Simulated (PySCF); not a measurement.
# V: ionisation energy

V [Ar] 3d3 4s2 (4F) → V⁺ [Ar] 3d4 (5D), as a difference of total energies. Computed with PySCF 2.14 in aug-cc-pVDZ-DK (7s6p4d2f, 59 functions), with scalar relativity by spin-free X2C-1e. Correlated levels: valence: [Ar] frozen. The calculations carry no spin-orbit coupling.

| method | ionisation energy (eV) | error (eV) |
| --- | --- | --- |
| UHF | 6.160 | -0.572 |
| r2SCAN | 6.405 | -0.327 |
| MP2 (valence) | 6.526 | -0.206 |
| SCS-MP2 (valence) | 6.999 | +0.267 |

Reference: 6.732 eV (measured; NIST levels, between the centres of gravity of the two terms).

Errors of the correlated levels include the incompleteness of this basis and the frozen core.
